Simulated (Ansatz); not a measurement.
Basis-set extrapolation for `C[Si]1(C)CC1` (PBE0-D4/def2-TZVP geometry, frozen core, the Gaussian-basis code of Ansatz). Multiplicity 1, RHF reference.

|  | def2-TZVPP | def2-QZVPP |
| --- | --- | --- |
| HF | -446.277468 | -446.293892 |
| MP2 correlation | -0.823117 | -0.875203 |
| CCSD(T) correlation | -0.915374 | not run |

Energies in hartree. Use E(X) = E(∞) + A·exp(−7.88·√X) for Hartree–Fock and E(X) = E(∞) + B·X^(−2.97) for correlation, with X = 3 and 4, and add CCSD(T) minus MP2 of the smaller set to the MP2 limit.

Task: What is the CCSD(T) energy at the basis-set limit?

Result: HF limit: -446.293892 + (-0.016424) × 0.13774 = -446.29615. MP2 limit: -0.875203 + (-0.052086) × 0.74074 = -0.91379. Higher-order term: -0.915374 − (-0.823117) = -0.09226. Total: -447.30220 hartree, 287.1 kJ/mol below CCSD(T)/def2-TZVPP.
